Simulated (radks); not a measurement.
Polarisability of the phosphorus ion P3+, [Ne] 3s2, at imaginary frequency. Calculated with a radial shooting solver on a logarithmic mesh with Libxc functionals: scalar-relativistic Kohn-Sham, exchange-only LDA, spin-polarised, spherical densities, finite nucleus; Fermi nuclear charge, rms radius 3.1889 fm. Response by self-consistent Sternheimer equations with the Hartree and adiabatic exchange-only LDA kernel, the relativistic mass of each level held fixed and spin-orbit coupling left out.

w (hartree),alpha1(iw) (bohr^3),alpha2(iw) (bohr^5)
0.00266,6.432,13.81
0.0143,6.427,13.81
0.0360,6.398,13.79
0.0697,6.307,13.73
0.118,6.087,13.57
0.186,5.642,13.24
0.280,4.885,12.58
0.413,3.827,11.40
0.605,2.650,9.518
0.892,1.621,7.017
1.35,0.8937,4.383
2.12,0.4580,2.258
3.59,0.2231,0.9346
6.94,0.09643,0.2900
17.5,0.02498,0.05259

Static values: alpha1 = 6.432 bohr^3 (0.9531 angstrom^3; uncoupled 11.05), alpha2 = 13.81 bohr^5, alpha3 = 48.17 bohr^7. C6 = 15.95, C8 = 220.4, triple-dipole C9 = 75.29 atomic units. One-pole (London) frequency 4 C6 / (3 alpha1^2) = 0.514 hartree, against 1.630 for minus the highest occupied eigenvalue.
